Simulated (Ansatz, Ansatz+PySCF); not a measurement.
```xyz
2

Ti    0.0000    0.0000    0.0000
Ti    0.0000    0.0000    2.4000
```

Basis set: def2-SVP (spherical functions). Charge 0, multiplicity 1.

Computed with Ansatz (development build ahead of 0.2.0); each method stands on the lowest determinant of its kind that the runs found.

Give the atomization energy at this shape (free ground-state atoms in the same class of orbitals less the molecule, no zero-point energy) of singlet Ti2 by PBE0 (unrestricted), UHF.

```tsv
method	atomization energy
PBE0 (unrestricted)	9.42 kcal/mol
UHF	-74.92 kcal/mol
```

Caution: another spin multiplicity may lie lower; no wide search was run, a lower solution can exist; the unrestricted determinant is a mixture of spin states. Caution for UHF: the molecule lies well above its atoms at this level.
